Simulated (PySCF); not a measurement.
**BiH: mean field, correlation and small terms against distance**

State: ³Σ⁻, triplet, unpaired electrons π ↑↑. ROHF-based CCSD(T) in PySCF 2.14 with Bi cc-pwCVDZ-PP with ECP60, H aug-cc-pVDZ and Bi cc-pwCVTZ-PP with ECP60, H aug-cc-pVTZ (frozen core orbitals: 4; scalar-relativistic core potentials). Correlation energies are extrapolated as n⁻³ (n = 2, 3), Hartree–Fock as (n+1)·exp(−9√n). All energies in eV from Bi + H.

```csv
R (Å),HF/CBS,CCSD corr.,(T),total
1.5911,-0.992,-1.093,-0.0432,-2.128
1.6635,-1.192,-1.084,-0.0459,-2.322
1.7358,-1.282,-1.080,-0.0492,-2.412
1.8081,-1.291,-1.081,-0.0530,-2.425
1.8804,-1.237,-1.086,-0.0575,-2.381
1.9709,-1.107,-1.098,-0.0641,-2.269
2.0613,-0.927,-1.116,-0.0717,-2.115
```

A fit to the total gives Re = 1.7858 Å, De = 2.428 eV, ωe = 1796.5 cm⁻¹, Be = 5.270 cm⁻¹ (masses 208.9804 and 1.0078 u).

Q: At R = 1.8081 Å the CCSD correlation energy is -0.376028 hartree in the smaller basis and -0.513351 in the larger. Extrapolate it.

A: (3³·E3 − 2³·E2)/(3³ − 2³) = -0.57117 hartree; the larger basis holds 89.9 % of it.

The T1 diagnostic is 0.015. The state was picked by a PBE0 search and need not be the measured ground state. Spin–orbit coupling, excitations beyond (T) and corrections to the Born–Oppenheimer picture are left out, and spin–orbit coupling matters for open p, d or f shells this heavy.
